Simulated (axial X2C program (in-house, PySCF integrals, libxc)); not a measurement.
## NaAg: from Re and ωe to a spectrum

A bond curve at the PBE0 level, 2c, was computed with an in-house relativistic program for diatomic molecules (basis Ag dyall-cv3z [12s12p8d5f3g], Na dyall-cv3z [9s8p5d2f] (cores contracted in-house)) for the state Ω = 0 (closed shell). Its fit gives Re = 2.6819 Å, ωe = 199.2 cm⁻¹, ωexe = 0.714 cm⁻¹ and αe = 7.437e-04 cm⁻¹; the masses are 106.9051 and 22.9898 u. Two-component means X2C with spin–orbit coupling and atomic mean-field Coulomb and Gaunt terms.

(1) Find the reduced mass, Be and the force constant.

(2) The dipole moment p changes by 1.53 D/Å at Re. What harmonic infrared intensity follows?

(3) Estimate De from a Morse curve and compare with the computed well depth of 1.389 eV to Ag + Na.

(4) Where do the fundamental and the first overtone lie?

(5) Estimate the centrifugal constant by the Kratzer relation.

The state is one determinant whose occupation by symmetry is held fixed; it was picked as the lowest of a PBE0 search that is not exhaustive. Dissociation energies refer to the lowest single-determinant-based atoms at the same level and basis.

## Answers

(1) From the PBE0 values: μ = 18.9209 u. Be = 16.8576/(μ Re²) = 0.1239 cm⁻¹. k = 5.8918×10⁻⁷ μ ωe² = 0.442 mdyn/Å.

(2) I = 42.256 × (dp/dR)²/μ = 5.2 km/mol.

(3) De(Morse) = ωe²/(4ωexe) = 1.723 eV against 1.389 eV computed, a ratio of 1.24. The extrapolation overshoots: the well softens faster than a Morse curve, or the lowest atomic limit lies below the one to which the curve heads.

(4) ν(1←0) = ωe − 2ωexe = 197.8 cm⁻¹; ν(2←0) = 2ωe − 6ωexe = 394.1 cm⁻¹.

(5) D = 4Be³/ωe² = 1.92e-07 cm⁻¹.
